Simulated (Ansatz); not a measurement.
Compare A (`BC([SiH3])OC`) with its isomer B (`BCC(O)[SiH3]`).

Computed with Ansatz on PBE0-D4/def2-TZVP structures; ΔE is electronic, products minus reactants. CCSD(T)/CBS is the MP2 limit (def2-TZVPP, def2-QZVPP) plus CCSD(T) − MP2 in def2-TZVPP, frozen cores. Functionals use def2-TZVPP. B3LYP here is the variant with VWN-RPA as its local correlation; programs differ in this. Each species was taken in one conformer, which may not be the lowest.

Question: Which isomer does CCSD(T)/CBS put lower? Give the gap. (An estimate is asked.)

Answer: The calculation gave: B, by 8.2 kcal/mol.

Question: Give E(B) − E(A) in kcal/mol with B2PLYP, ωB97M-V, CCSD(T)/def2-TZVPP, CCSD/def2-TZVPP, MP2/def2-TZVPP, PBE0-D4, B3LYP. (An estimate is asked.)

Answer: The calculation gave: B2PLYP -7.2, ωB97M-V -7.0, CCSD(T)/def2-TZVPP -7.7, CCSD/def2-TZVPP -8.7, MP2/def2-TZVPP -8.6, PBE0-D4 -5.6, B3LYP -6.3. None reverses the order clearly.

Largest T1 diagnostic: 0.013.

From PBE to PBE0 (25 % exact exchange), in def2-TZVPP and without D4, E(B) − E(A) moves by −2.0 kcal/mol. In def2-TZVPP, CCSD(T) changes the Hartree–Fock value by +3.4 kcal/mol (the triples alone add +1.0 kcal/mol) and MP2 by +2.5 kcal/mol.
